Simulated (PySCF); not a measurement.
C4H10AlO, doublet, geometry from GFN2-xTB (such geometries of metal compounds can be far from the true shape) (the spin is typed, not shown lowest); CAMB3LYP/STO-3G in PySCF.

Here is a job for PySCF.
```python
from pyscf import gto, scf, dft

mol = gto.Mole()
mol.atom = '''
    Al    0.57258478    0.44046683    1.39593738
    C    -0.29754132    1.30788322    3.03050152
    H    -1.12497758    0.71647242    3.43161723
    H    -0.68454689    2.30910440    2.82304889
    H     0.45168247    1.40249751    3.82099569
    O     0.02496920    0.04112801   -0.11576812
    C    -0.43335959   -0.32003247   -1.39072119
    C    -0.73319167   -1.81657838   -1.42651786
    C     0.61088787    0.05713126   -2.43877629
    H    -1.36018704    0.23841546   -1.58643485
    H     0.17675298   -2.37599567   -1.21996126
    H    -1.11632468   -2.10295601   -2.40274557
    H    -1.47178775   -2.06360925   -0.66727283
    H     0.81475799    1.12436809   -2.38957732
    H     1.53530298   -0.48181065   -2.24233650
    H     0.25520028   -0.19200118   -3.43529159
'''
mol.basis = 'sto-3g'
mol.spin = 1
mol.verbose = 4
mol.build()

mf = dft.UKS(mol)
mf.xc = 'camb3lyp'
mf.kernel()
```

Predict the main parts of the log of this PySCF run.


```
PySCF version 2.14.0

[INPUT] verbose = 4
[INPUT] num. atoms = 16
[INPUT] num. electrons = 55
[INPUT] charge = 0
[INPUT] spin (= nelec alpha-beta = 2S) = 1
[INPUT] symmetry False subgroup None
[INPUT] Mole.unit = angstrom
[INPUT] Symbol           X                Y                Z      unit          X                Y                Z       unit  Magmom
[INPUT]  1 Al     0.572584780000   0.440466830000   1.395937380000 AA    1.082028417294   0.832361675655   2.637939335243 Bohr   0.0
[INPUT]  2 C     -0.297541320000   1.307883220000   3.030501520000 AA   -0.562271605542   2.471541088714   5.726817892878 Bohr   0.0
[INPUT]  3 H     -1.124977580000   0.716472420000   3.431617230000 AA   -2.125899522476   1.353936649604   6.484816729039 Bohr   0.0
[INPUT]  4 H     -0.684546890000   2.309104400000   2.823048890000 AA   -1.293606141523   4.363574909028   5.334789238357 Bohr   0.0
[INPUT]  5 H      0.451682470000   1.402497510000   3.820995690000 AA    0.853556163567   2.650336184284   7.220635377244 Bohr   0.0
[INPUT]  6 O      0.024969200000   0.041128010000  -0.115768120000 AA    0.047184949549   0.077720674948  -0.218770040756 Bohr   0.0
[INPUT]  7 C     -0.433359590000  -0.320032470000  -1.390721190000 AA   -0.818930938554  -0.604773719268  -2.628082164729 Bohr   0.0
[INPUT]  8 C     -0.733191670000  -1.816578380000  -1.426517860000 AA   -1.385531453112  -3.432835622006  -2.695728067201 Bohr   0.0
[INPUT]  9 C      0.610887870000   0.057131260000  -2.438776290000 AA    1.154410767119   0.107962434551  -4.608619267183 Bohr   0.0
[INPUT] 10 H     -1.360187040000   0.238415460000  -1.586434850000 AA   -2.570380983783   0.450539923262  -2.997927380965 Bohr   0.0
[INPUT] 11 H      0.176752980000  -2.375995670000  -1.219961260000 AA    0.334014723901  -4.489981089452  -2.305392663979 Bohr   0.0
[INPUT] 12 H     -1.116324680000  -2.102956010000  -2.402745570000 AA   -2.109547911293  -3.974010910908  -4.540531074312 Bohr   0.0
[INPUT] 13 H     -1.471787750000  -2.063609250000  -0.667272830000 AA   -2.781275760990  -3.899656310619  -1.260962899063 Bohr   0.0
[INPUT] 14 H      0.814757990000   1.124368090000  -2.389577320000 AA    1.539669458901   2.124747753300  -4.515646688272 Bohr   0.0
[INPUT] 15 H      1.535302980000  -0.481810650000  -2.242336500000 AA    2.901302150429  -0.910490172399  -4.237401864116 Bohr   0.0
[INPUT] 16 H      0.255200280000  -0.192001180000  -3.435291590000 AA    0.482258636112  -0.362829645793  -6.491760263122 Bohr   0.0

nuclear repulsion = 275.899512628387
number of shells = 30
number of NR pGTOs = 132
number of NR cGTOs = 44
basis = sto-3g
ecp = {}

******** <class 'pyscf.dft.uks.UKS'> ********
method = UKS
initial guess = minao
damping factor = 0
level_shift factor = 0
DIIS = <class 'pyscf.scf.diis.CDIIS'>
diis_start_cycle = 1
diis_space = 8
diis_damp = 0
SCF conv_tol = 1e-09
SCF conv_tol_grad = None
SCF max_cycles = 50
direct_scf = True
direct_scf_tol = 1e-13
number electrons alpha = 28  beta = 27
XC library pyscf.dft.libxc version 7.1.2
    S. Lehtola, C. Steigemann, M. J. T. Oliveira, and M. A. L. Marques,  SoftwareX 7, 1–5 (2018)
XC functionals = camb3lyp
    T. Yanai, D. P. Tew, and N. C. Handy,  Chem. Phys. Lett. 393, 51 (2004)
radial grids:
    Treutler-Ahlrichs [JCP 102, 346 (1995); DOI:10.1063/1.469408] (M4) radial grids

becke partition: Becke, JCP 88, 2547 (1988); DOI:10.1063/1.454033
pruning grids: <function nwchem_prune>
grids dens level: 3
symmetrized grids: False
atomic radii adjust function: <function treutler_atomic_radii_adjust>
small_rho_cutoff = 0
Set gradient conv threshold to 3.16228e-05
tot grids = 187816
init E= -470.329269886028

cycle= 1 E= -469.887870299414  delta_E= 0.441  |g|= 0.456  |ddm|=  3.4
cycle= 2 E= -469.726377571866  delta_E= 0.161  |g|= 0.773  |ddm|= 1.53
cycle= 3 E= -470.044771888058  delta_E= -0.318  |g|= 0.0639  |ddm|= 0.901
cycle= 4 E= -470.047718927146  delta_E= -0.00295  |g|= 0.0244  |ddm|= 0.136
cycle= 5 E= -470.048360608718  delta_E= -0.000642  |g|= 0.00558  |ddm|= 0.0632
cycle= 6 E= -470.048456661272  delta_E= -9.61e-05  |g|= 0.00235  |ddm|= 0.0329
cycle= 7 E= -470.048470970434  delta_E= -1.43e-05  |g|= 0.000923  |ddm|= 0.0135
cycle= 8 E= -470.0484730379  delta_E= -2.07e-06  |g|= 0.000276  |ddm|= 0.00507
cycle= 9 E= -470.04847321182  delta_E= -1.74e-07  |g|= 7.7e-05  |ddm|= 0.00124
cycle= 10 E= -470.048473225499  delta_E= -1.37e-08  |g|= 2.71e-05  |ddm|= 0.000362
cycle= 11 E= -470.048473226369  delta_E= -8.7e-10  |g|= 1.25e-05  |ddm|= 7.09e-05
Extra cycle  E= -470.048473226492  delta_E= -1.23e-10  |g|= 8.44e-06  |ddm|= 2.93e-05
converged SCF energy = -470.048473226492  <S^2> = 0.75510359  2S+1 = 2.0050971
```
